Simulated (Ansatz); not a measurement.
Start from `[CH3][Mo]([NH2])(=[O])=[S]` and change one atom or group to get `[NH2][Mo](=[O])([OH])=[S]`.

Ansatz, PBE0-D4/def2-TZVP geometries, multiplicity 1. Each molecule was computed in one conformer, which needn't be the lowest.

Elements past krypton have def2 core potentials.

```tsv
property	`[CH3][Mo]([NH2])(=[O])=[S]`
LUMO energy (ωB97M-V/def2-TZVPP) / eV	-0.50
LUMO energy (B3LYP/def2-TZVPP) / eV	-2.73
size of the dipole moment (PBE/def2-TZVPP) / D	3.80
ideal-gas entropy at 298 K and 1 bar (rigid rotor, harmonic PBE0-D4/def2-TZVP) / J/(mol·K)	359
HOMO energy (ωB97M-V/def2-TZVPP) / eV	-9.56
HOMO–LUMO gap (PBE0/def2-TZVPP) / eV	4.89
```

Question: Give the same properties after the change, and the shifts. (Estimate.)

Answer: Ansatz gave: 
```tsv
property	`[NH2][Mo](=[O])([OH])=[S]`	shift
LUMO energy (ωB97M-V/def2-TZVPP) / eV	-0.69	-0.19
LUMO energy (B3LYP/def2-TZVPP) / eV	-2.91	-0.18
size of the dipole moment (PBE/def2-TZVPP) / D	3.45	-0.35
ideal-gas entropy at 298 K and 1 bar (rigid rotor, harmonic PBE0-D4/def2-TZVP) / J/(mol·K)	352	-7
HOMO energy (ωB97M-V/def2-TZVPP) / eV	-9.73	-0.17
HOMO–LUMO gap (PBE0/def2-TZVPP) / eV	4.89	0.00
```

The zero-point energy changes by -59.4 kJ/mol with -6 modes. Dipoles are sizes alone; their direction can turn.

B3LYP here is the variant with VWN-RPA as its local correlation; programs differ in this.
